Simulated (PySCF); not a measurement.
W(O)(NH)(F)(Cl) (ClFHNOW), SMILES [Cl][W](=[O])([F])=[NH], multiplicity 1.

The structure is a stationary point at PBE-D3(BJ)/def2-SVP. The spin state was assumed, not searched. The structure was generated by enumeration; whether it is a known compound was not checked. The def2 effective core potentials stand for the cores of W; spin–orbit coupling is left out.

All values below come from PySCF 2.14.0 with PBE-D3(BJ)/def2-SVP.

Frequencies are harmonic and unscaled.

```json
[
 {"mode": "1", "ν (cm⁻¹)": "136", "IR (km/mol)": "2.0", "Raman (Å⁴/amu)": "1.7", "depolarisation": "0.71", "moving atoms (share of kinetic energy)": "F 52 %, Cl 29 %, W 11 %"},
 {"mode": "2", "ν (cm⁻¹)": "175", "IR (km/mol)": "2.2", "Raman (Å⁴/amu)": "2.7", "depolarisation": "0.73", "moving atoms (share of kinetic energy)": "Cl 24 %, N 22 %, O 20 %, W 17 %, F 14 %"},
 {"mode": "3", "ν (cm⁻¹)": "224", "IR (km/mol)": "0.7", "Raman (Å⁴/amu)": "1.4", "depolarisation": "0.67", "moving atoms (share of kinetic energy)": "O 56 %, F 20 %"},
 {"mode": "4", "ν (cm⁻¹)": "241", "IR (km/mol)": "2.5", "Raman (Å⁴/amu)": "4.4", "depolarisation": "0.74", "moving atoms (share of kinetic energy)": "N 45 %, F 33 %, H 9 %"},
 {"mode": "5", "ν (cm⁻¹)": "310", "IR (km/mol)": "16.4", "Raman (Å⁴/amu)": "5.6", "depolarisation": "0.74", "moving atoms (share of kinetic energy)": "O 44 %, N 27 %, H 20 %"},
 {"mode": "6", "ν (cm⁻¹)": "402", "IR (km/mol)": "32.8", "Raman (Å⁴/amu)": "4.2", "depolarisation": "0.12", "moving atoms (share of kinetic energy)": "Cl 75 %, W 19 %"},
 {"mode": "7", "ν (cm⁻¹)": "530", "IR (km/mol)": "154.3", "Raman (Å⁴/amu)": "0.5", "depolarisation": "0.50", "moving atoms (share of kinetic energy)": "H 70 %, N 26 %"},
 {"mode": "8", "ν (cm⁻¹)": "611", "IR (km/mol)": "87.6", "Raman (Å⁴/amu)": "2.1", "depolarisation": "0.64", "moving atoms (share of kinetic energy)": "H 77 %, N 17 %"},
 {"mode": "9", "ν (cm⁻¹)": "682", "IR (km/mol)": "112.9", "Raman (Å⁴/amu)": "3.3", "depolarisation": "0.12", "moving atoms (share of kinetic energy)": "F 85 %, W 11 %"},
 {"mode": "10", "ν (cm⁻¹)": "969", "IR (km/mol)": "103.7", "Raman (Å⁴/amu)": "14.5", "depolarisation": "0.51", "moving atoms (share of kinetic energy)": "N 52 %, O 31 %, W 10 %"},
 {"mode": "11", "ν (cm⁻¹)": "1002", "IR (km/mol)": "54.3", "Raman (Å⁴/amu)": "35.2", "depolarisation": "0.03", "moving atoms (share of kinetic energy)": "O 60 %, N 31 %"},
 {"mode": "12", "ν (cm⁻¹)": "3526", "IR (km/mol)": "168.2", "Raman (Å⁴/amu)": "145.9", "depolarisation": "0.35", "moving atoms (share of kinetic energy)": "H 93 %"}
]
```
